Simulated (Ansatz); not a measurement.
Species: C$_{4}$H$_{9}$N (charge 0, singlet). SMILES: NC1CCC1
Geometry from a B3LYP-D3(BJ)/def2-TZVP (Ansatz, a first-principles code) optimisation:
```xyz
14

C     -1.5398     0.2655     0.2709
C     -0.6234    -0.9815     0.2024
C      0.5971    -0.0373     0.2786
C     -0.3237     1.1240    -0.1576
N      1.7132    -0.3468    -0.6022
H     -1.8557     0.4849     1.2912
H     -2.4165     0.2798    -0.3747
H     -0.6644    -1.4556    -0.7791
H     -0.7297    -1.7420     0.9762
H      0.8911     0.1004     1.3288
H     -0.1838     2.0937     0.3203
H     -0.2801     1.2446    -1.2408
H      2.1797    -1.1960    -0.3002
H      2.4060     0.3942    -0.5721
```

Computed values are from Ansatz. Correlated levels leave the core frozen unless marked. Open shells are spin-unrestricted. No spin-orbit coupling. No relativistic terms. CBS marks a two-point X^-3 extrapolation of the correlation energy; Hartree-Fock from the larger set. [CCSD(T)-MP2]/basis is that difference in the basis named.

**Question.** What is the vertical triplet-singlet gap at RI-MP2/CBS(aug-cc-pVTZ,aug-cc-pVQZ)+[CCSD(T)-MP2]/aug-cc-pVTZ?

**Answer.** 5.84 eV.

**Question.** What is the vertical ionisation energy (to the doublet) at RI-MP2/CBS(aug-cc-pVTZ,aug-cc-pVQZ)+[CCSD(T)-MP2]/aug-cc-pVTZ?

**Answer.** 9.44 eV.

**Question.** What is the T1 diagnostic at CCSD/aug-cc-pVQZ?

**Answer.** 0.009.

**Question.** What is the atomisation energy De at CCSD(T)/CBS(aug-cc-pVTZ,aug-cc-pVQZ)?

**Answer.** 5505.9 kJ/mol.

**Question.** What is the total energy at CCSD(T)/CBS(aug-cc-pVTZ,aug-cc-pVQZ)?

**Answer.** -212.2842 Eh.
